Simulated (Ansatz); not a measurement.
# Nudged elastic band run: FH7O3Si

The input (input.yaml):

```yaml
crystal:
  periodic: [false, false, false]
  atoms:
    - { symbol: Si, position_ang: [-1.457321, 0.040868, -0.50072] }
    - { symbol: O, position_ang: [-0.874452, -0.835499, 0.84092] }
    - { symbol: H, position_ang: [-0.951589, -0.766869, -1.639838] }
    - { symbol: H, position_ang: [-2.93809, 0.071203, -0.42776] }
    - { symbol: O, position_ang: [-0.931284, 1.594311, -0.489291] }
    - { symbol: H, position_ang: [1.85555, 0.551179, -0.093898] }
    - { symbol: F, position_ang: [1.713003, 1.329327, -0.665606] }
    - { symbol: H, position_ang: [0.867763, -0.876443, 0.91163] }
    - { symbol: O, position_ang: [1.829529, -0.724734, 0.740553] }
    - { symbol: H, position_ang: [-1.27125, -0.592798, 1.689151] }
    - { symbol: H, position_ang: [0.040662, 1.702288, -0.592019] }
    - { symbol: H, position_ang: [2.117479, -1.492734, 0.226977] }
basis:
  gaussian: { orbitals: def2-SVP }
hamiltonian:
  xc: b3lyp
neb:
  order_check: false
  images: 7
  f_tol: 0.05
  max_iterations: 60
  spring: 0.5
  final_atoms:
    - { symbol: Si, position_ang: [-0.97991716, 0.7516563, -0.63783329] }
    - { symbol: O, position_ang: [-0.56486467, -1.41072939, 0.85424345] }
    - { symbol: H, position_ang: [-0.92475244, -0.40729858, -1.55385956] }
    - { symbol: H, position_ang: [-1.96215789, 0.79373027, 0.45661217] }
    - { symbol: O, position_ang: [-1.35922743, 2.11341076, -1.51829864] }
    - { symbol: H, position_ang: [1.83455856, -0.08584357, 0.73830151] }
    - { symbol: F, position_ang: [0.55573566, 1.01551596, -0.07253786] }
    - { symbol: H, position_ang: [0.41125269, -1.4646529, 0.96534106] }
    - { symbol: O, position_ang: [2.13462193, -0.95645397, 1.05554837] }
    - { symbol: H, position_ang: [-0.88751985, -1.27696162, 1.75623418] }
    - { symbol: H, position_ang: [-0.90209218, 2.24037858, -2.35795721] }
    - { symbol: H, position_ang: [2.64436278, -1.31265283, 0.31430482] }
  initial_path:
    images:
      - { positions_ang: [[-1.457321, 0.040868, -0.50072], [-0.874452, -0.835499, 0.84092], [-0.951589, -0.766869, -1.639838], [-2.93809, 0.071203, -0.42776], [-0.931284, 1.594311, -0.489291], [1.85555, 0.551179, -0.093898], [1.713003, 1.329327, -0.665606], [0.867763, -0.876443, 0.91163], [1.829529, -0.724734, 0.740553], [-1.27125, -0.592798, 1.689151], [0.040662, 1.702288, -0.592019], [2.117479, -1.492734, 0.226977]] }
      - { positions_ang: [[-1.3545177, 0.09603948, -0.55284355], [-0.79420452, -0.81999606, 0.88254147], [-0.84115871, -0.70385772, -1.68278147], [-2.81309753, 0.0196662, -0.44569657], [-1.03009267, 1.65625615, -0.5106893], [1.79291403, 0.41226868, -0.05902816], [1.50854542, 1.18250962, -0.64348845], [0.82630057, -0.90631763, 0.94404678], [1.86024845, -0.78709429, 0.75317277], [-1.14322974, -0.4983702, 1.70530375], [-0.12418677, 1.89643767, -0.60977109], [2.11247917, -1.54744289, 0.21933283]] }
      - { positions_ang: [[-1.25171441, 0.15121096, -0.6049671], [-0.71395703, -0.80449313, 0.92416293], [-0.73072841, -0.64084645, -1.72572494], [-2.68810506, -0.0318706, -0.46363315], [-1.12890134, 1.71820131, -0.53208759], [1.73027805, 0.27335836, -0.02415832], [1.30408785, 1.03569224, -0.62137091], [0.78483815, -0.93619226, 0.97646356], [1.8909679, -0.84945457, 0.76579255], [-1.01520948, -0.4039424, 1.72145649], [-0.28903555, 2.09058733, -0.62752317], [2.10747933, -1.60215179, 0.21168865]] }
      - { positions_ang: [[-1.14891111, 0.20638244, -0.65709065], [-0.63370955, -0.78899019, 0.9657844], [-0.62029812, -0.57783517, -1.76866842], [-2.56311259, -0.0834074, -0.48156972], [-1.22771001, 1.78014646, -0.55348589], [1.66764208, 0.13444804, 0.01071152], [1.09963027, 0.88887486, -0.59925336], [0.74337572, -0.96606689, 1.00888034], [1.92168734, -0.91181486, 0.77841232], [-0.88718921, -0.3095146, 1.73760924], [-0.45388432, 2.284737, -0.64527526], [2.1024795, -1.65686068, 0.20404448]] }
      - { positions_ang: [[-1.04610781, 0.26155392, -0.7092142], [-0.55346206, -0.77348725, 1.00740586], [-0.50986782, -0.51482389, -1.81161189], [-2.43812012, -0.13494421, -0.49950629], [-1.32651868, 1.84209162, -0.57488418], [1.6050061, -0.00446228, 0.04558137], [0.89517269, 0.74205747, -0.57713581], [0.7019133, -0.99594153, 1.04129712], [1.95240679, -0.97417515, 0.7910321], [-0.75916895, -0.2150868, 1.75376199], [-0.6187331, 2.47888666, -0.66302735], [2.09747967, -1.71156958, 0.1964003]] }
      - { positions_ang: [[-1.02956015, 0.38407952, -0.69136898], [-0.55631271, -0.93279779, 0.96911526], [-0.61358898, -0.48794257, -1.74717381], [-2.31912957, 0.09722441, -0.26047668], [-1.33469587, 1.9099214, -0.8107378], [1.66239422, -0.0248076, 0.2187614], [0.81031343, 0.8104221, -0.45098632], [0.62924815, -1.11311937, 1.0223081], [1.99796057, -0.96974485, 0.85716117], [-0.79125668, -0.4805555, 1.75438004], [-0.68957287, 2.41925964, -1.08675981], [2.23420045, -1.61184039, 0.22587643]] }
      - { positions_ang: [[-1.01301248, 0.50660511, -0.67352375], [-0.55916337, -1.09210832, 0.93082466], [-0.71731013, -0.46106124, -1.68273572], [-2.20013901, 0.32939303, -0.02144706], [-1.34287305, 1.97775119, -1.04659141], [1.71978233, -0.04515293, 0.39194144], [0.72545417, 0.87878672, -0.32483683], [0.55658299, -1.23029721, 1.00331909], [2.04351436, -0.96531456, 0.92329023], [-0.8233444, -0.74602421, 1.75499808], [-0.76041264, 2.35963262, -1.51049228], [2.37092123, -1.5121112, 0.25535256]] }
      - { positions_ang: [[-0.99646482, 0.62913071, -0.65567852], [-0.56201402, -1.25141886, 0.89253405], [-0.82103128, -0.43417991, -1.61829764], [-2.08114845, 0.56156165, 0.21758255], [-1.35105024, 2.04558097, -1.28244503], [1.77717045, -0.06549825, 0.56512147], [0.64059491, 0.94715134, -0.19868735], [0.48391784, -1.34747505, 0.98433007], [2.08906814, -0.96088427, 0.9894193], [-0.85543213, -1.01149292, 1.75561613], [-0.83125241, 2.3000056, -1.93422475], [2.50764201, -1.41238201, 0.28482869]] }
      - { positions_ang: [[-0.97991716, 0.7516563, -0.63783329], [-0.56486467, -1.41072939, 0.85424345], [-0.92475244, -0.40729858, -1.55385956], [-1.96215789, 0.79373027, 0.45661217], [-1.35922743, 2.11341076, -1.51829864], [1.83455856, -0.08584357, 0.73830151], [0.55573566, 1.01551596, -0.07253786], [0.41125269, -1.4646529, 0.96534106], [2.13462193, -0.95645397, 1.05554837], [-0.88751985, -1.27696162, 1.75623418], [-0.90209218, 2.24037858, -2.35795721], [2.64436278, -1.31265283, 0.31430482]] }
```

Launched with:

```bash
$ ansatz run input.yaml --threads 2 --pin off --max-ram 3072MiB --backend cpu --events-out ev --progress --plain --runs-dir out
```

Output, in part (warnings, iteration lines, the closing report on the highest movable image, with atoms numbered from 0):

```
NEB end point (image 0): max|allowed force component| = 2.541e-2 eV/Å (the criterion of neb.relax_end_points is 1.000e-2)
NEB end point (image 8): max|allowed force component| = 1.386e-2 eV/Å (the criterion of neb.relax_end_points is 1.000e-2)
NEB iter   1: max|band force component| = 7.622e0 eV/Å  barrier→ = 2.2334 eV  barrier← = 2.1424 eV  Δτ_max = 0.2000 Å  (222 SCF iters)
NEB iter   2: max|band force component| = 2.339e0 eV/Å  barrier→ = 1.1684 eV  barrier← = 1.0773 eV  Δτ_max = 0.2000 Å  (196 SCF iters)
NEB iter   3: max|band force component| = 1.357e0 eV/Å  barrier→ = 0.9715 eV  barrier← = 0.8805 eV  Δτ_max = 0.1992 Å  (198 SCF iters)
NEB iter   4: max|band force component| = 8.537e-1 eV/Å  barrier→ = 0.9247 eV  barrier← = 0.8336 eV  Δτ_max = 0.1972 Å  (187 SCF iters)
NEB iter   5: max|band force component| = 5.337e-1 eV/Å  barrier→ = 0.8579 eV  barrier← = 0.7668 eV  Δτ_max = 0.1985 Å  (183 SCF iters)
NEB iter   6: max|band force component| = 4.804e-1 eV/Å  barrier→ = 0.7816 eV  barrier← = 0.6906 eV  CI = image 4  Δτ_max = 0.1138 Å  (184 SCF iters)
NEB iter   7: max|band force component| = 2.695e-1 eV/Å  barrier→ = 0.7506 eV  barrier← = 0.6596 eV  CI = image 4  Δτ_max = 0.1308 Å  (184 SCF iters)
NEB iter   8: max|band force component| = 3.271e-1 eV/Å  barrier→ = 0.7073 eV  barrier← = 0.6163 eV  CI = image 4  Δτ_max = 0.0655 Å  (178 SCF iters)
NEB iter   9: max|band force component| = 1.284e-1 eV/Å  barrier→ = 0.6949 eV  barrier← = 0.6038 eV  CI = image 4  Δτ_max = 0.0876 Å  (177 SCF iters)
NEB iter  10: max|band force component| = 1.473e-1 eV/Å  barrier→ = 0.6967 eV  barrier← = 0.6057 eV  CI = image 4  Δτ_max = 0.0443 Å  (177 SCF iters)
NEB iter  11: max|band force component| = 1.346e-1 eV/Å  barrier→ = 0.6956 eV  barrier← = 0.6045 eV  CI = image 4  Δτ_max = 0.0327 Å  (180 SCF iters)
NEB iter  12: max|band force component| = 6.285e-2 eV/Å  barrier→ = 0.6950 eV  barrier← = 0.6040 eV  CI = image 4  Δτ_max = 0.0446 Å  (176 SCF iters)
NEB iter  13: max|band force component| = 3.159e-1 eV/Å  barrier→ = 0.6943 eV  barrier← = 0.6033 eV  CI = image 4  Δτ_max = 0.0222 Å  (182 SCF iters)
NEB iter  14: max|band force component| = 2.995e-2 eV/Å  barrier→ = 0.6942 eV  barrier← = 0.6032 eV  CI = image 4  Δτ_max = 0.0259 Å  (173 SCF iters)
NEB iter  15: max|band force component| = 3.049e-2 eV/Å  barrier→ = 0.6936 eV  barrier← = 0.6025 eV  CI = image 4  Δτ_max = 0.0247 Å  (26 SCF iters)
NEB iter  16: max|band force component| = 4.396e-2 eV/Å  barrier→ = 0.6932 eV  barrier← = 0.6021 eV  CI = image 4  Δτ_max = 0.0000 Å  (206 SCF iters)
Total energy: -16843.17172036 eV, -618.9751440112 hartree
Atom 0 at    -1.058045     0.255691    -0.592729 Å, force     0.000633    -0.001848     0.012905 eV/Å
Atom 1 at    -0.443323    -0.683730     0.812730 Å, force     0.006669    -0.020515    -0.007667 eV/Å
Atom 2 at    -1.018262    -0.483480    -1.882614 Å, force     0.017701     0.003350    -0.004042 eV/Å
Atom 3 at    -2.479601     0.008936    -0.139934 Å, force    -0.001182    -0.001790     0.011724 eV/Å
Atom 4 at    -1.119831     1.922364    -0.496746 Å, force     0.000514     0.005434    -0.001731 eV/Å
Atom 5 at     1.662757    -0.032567     0.023741 Å, force     0.003285     0.000405     0.006530 eV/Å
Atom 6 at     0.850092     0.491665    -0.874897 Å, force    -0.018307    -0.000679    -0.010604 eV/Å
Atom 7 at     0.801800    -0.783941     1.052807 Å, force     0.010308     0.008124    -0.000219 eV/Å
Atom 8 at     1.927059    -0.634761     0.880229 Å, force    -0.004300     0.002770    -0.008627 eV/Å
Atom 9 at    -1.136524    -0.915764     1.443431 Å, force    -0.014239     0.009567    -0.003582 eV/Å
Atom 10 at    -0.273849     2.315984    -0.748469 Å, force     0.002815    -0.001080    -0.000820 eV/Å
Atom 11 at     2.287729    -1.460297     0.522550 Å, force    -0.003897    -0.003738     0.006132 eV/Å
Dipole moment:     0.625311    -0.669788     0.443056 e Å
```

It converged. The band force fell under the threshold earlier too, but the program's further tests of the path sent the band on. Another band between the same ends (7 images) ends at a top of the same energy, where a vibrational analysis finds 1 clearly imaginary mode. The orbitals stay closed-shell, which can raise the energy where a bond breaks towards radicals; this wasn't checked here.

Final band (atoms are numbered from 1 in the order of the input):

```tsv
image	path coordinate (Å)	energy (kcal/mol)	Si1–O2 (Å)	H6–F7 (Å)	H8–O9 (Å)
0	0.00	0.0	1.71	0.98	0.99
1	0.58	0.4	1.71	0.98	0.99
2	1.17	2.4	1.71	0.98	0.99
3	1.75	7.3	1.72	1.01	1.00
4	2.32	16.0	1.80	1.32	1.15
5	3.17	11.4	1.99	1.71	1.58
6	3.98	8.5	2.24	1.80	1.69
7	4.79	3.7	2.51	1.86	1.77
8	5.60	2.1	2.66	1.87	1.80
```

Run time: 4.3 min on 2 threads of Arm Neoverse V1, with other jobs on the host, peak memory 0.24 GiB.
